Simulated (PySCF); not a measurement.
## Radial density of Br²⁺ (bromine, charge +2)

UHF, [Ar] 3d10 4s2 4p3, high-spin 4S determinant. Calculation: PySCF 2.14, in aug-cc-pVTZ-PP with one added diffuse shell each of s, d, f type with ECP10MDF (7s5p5d3f, 68 functions); a scalar-relativistic core potential. This is the valence pseudo-density: the core potential removes the inner electrons and smooths the orbitals near the nucleus.

| r (bohr) | 4πr²ρ (e/bohr) | 4πr²(ρα − ρβ) |
| --- | --- | --- |
| 0.000576 | 2.313e-05 | 0.0000 |
| 0.000968 | 6.528e-05 | 0.0000 |
| 0.00163 | 0.0001834 | 0.0000 |
| 0.00274 | 0.0005084 | 0.0000 |
| 0.00461 | 0.001363 | 0.0000 |
| 0.00775 | 0.003375 | 0.0000 |
| 0.0130 | 0.007362 | 0.0000 |
| 0.0219 | 0.01444 | 0.0000 |
| 0.0369 | 0.02753 | 0.0000 |
| 0.0620 | 0.1076 | 0.0001 |
| 0.104 | 0.8506 | 0.0004 |
| 0.176 | 5.461 | 0.0169 |
| 0.295 | 21.62 | 0.2188 |
| 0.497 | 34.07 | 0.2695 |
| 0.835 | 12.02 | 0.1799 |
| 1.41 | 4.249 | 1.9308 |
| 2.36 | 1.536 | 1.0645 |
| 3.98 | 0.05397 | 0.0441 |
| 6.69 | 0.0001061 | 0.0001 |

Energies and moments cover only the electrons outside the core potential.
